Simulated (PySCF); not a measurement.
A structure optimised at PBE0-D3(BJ)/def2-SVPD, used in a PySCF frequency run:

```
I
I 1 2.9573
I 1 2.9573 2 180.00
```
Charge -1, spin multiplicity 1.

**Question.** Write its SMILES, formula and point group.

**Answer.** I[I-]I, I₃, D∞h

**Question.** What are its rotational constants (standard atomic weights)?

**Answer.** 0.22768 GHz (linear rotor, B only)
